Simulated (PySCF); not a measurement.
Ga(Me)2(NH2) (C2H8GaN), SMILES [CH3][Ga]([CH3])[NH2].

Coordinates come from a TPSSh-D3(BJ)/def2-SVP optimisation. The isomer is the one that the SMILES or the coordinates give; other isomers of the formula were not compared. The values are those of a single conformer.

Computed with PBE/def2-TZVP run with PySCF.

Isolated molecule, no solvent.

total energy: -2060.23746 hartree
point group: C2v
highest occupied level: -5.63 eV
lowest empty level: -0.60 eV
orbital gap: 5.03 eV
dipole moment: 0.44 D
quadrupole, principal values (traceless, Buckingham form, about the centre of nuclear charge): -1.75, -0.70, 2.46 D·Å
mean static polarisability: 63.9 bohr³ (9.47 Å³)
polarisability, principal values: 50.1, 69.7, 71.9 bohr³
